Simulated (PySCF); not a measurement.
Cost against size for one kind of job: delta-SCF UKS SCAN, pcX-2 on the ionised atom, pcseg-1 elsewhere, spin-free X2C in PySCF 2.14.0. Hardware: one thread, Arm Neoverse V1 (shared host). The host was shared with other jobs, so the times are rough.

```json
{"species (SMILES)": "NB(F)F", "atoms": "6", "electrons": "32", "basis functions": "97", "SCF cycles": "48", "core holes": "3", "wall time": "?"}
{"species (SMILES)": "F[As](F)F", "atoms": "4", "electrons": "60", "basis functions": "100", "SCF cycles": "19", "core holes": "1", "wall time": "2.2 s"}
{"species (SMILES)": "[SiH3][PH3+]", "atoms": "8", "electrons": "34", "basis functions": "108", "SCF cycles": "46", "core holes": "4", "wall time": "?"}
{"species (SMILES)": "C=CC(F)F", "atoms": "9", "electrons": "40", "basis functions": "121", "SCF cycles": "73", "core holes": "4", "wall time": "17 s"}
{"species (SMILES)": "FC(F)C[SeH]", "atoms": "9", "electrons": "68", "basis functions": "134", "SCF cycles": "53", "core holes": "3", "wall time": "17 s"}
{"species (SMILES)": "[CH3][Al]([CH3])[CH3]", "atoms": "13", "electrons": "40", "basis functions": "147", "SCF cycles": "40", "core holes": "3", "wall time": "14 s"}
{"species (SMILES)": "CC[CH2][AlH2]", "atoms": "13", "electrons": "40", "basis functions": "147", "SCF cycles": "73", "core holes": "5", "wall time": "31 s"}
{"species (SMILES)": "[NH+]#CC1=CC=CC1", "atoms": "13", "electrons": "48", "basis functions": "159", "SCF cycles": "166", "core holes": "7", "wall time": "63 s"}
{"species (SMILES)": "C[S+](C)CO[SiH3]", "atoms": "17", "electrons": "66", "basis functions": "189", "SCF cycles": "109", "core holes": "7", "wall time": "?"}
```

Estimate the withheld figures.

`NB(F)F`: 9.2 s; `[SiH3][PH3+]`: 8.1 s; `C[S+](C)CO[SiH3]`: 96 s.

With all rows, how does the wall time grow with the number of basis functions N?

A straight line through log(time) against log(N) has slope 4.5 between N = 97 and 189, and the rows scatter about it by a factor of about 1.7 (standard error of the fit). This is a fit to these rows, whose iteration counts differ, not the method's formal scaling.

Which species took longest, and how many times the shortest run?

`C[S+](C)CO[SiH3]`, at 96 s: about 44 times the shortest (2.2 s).
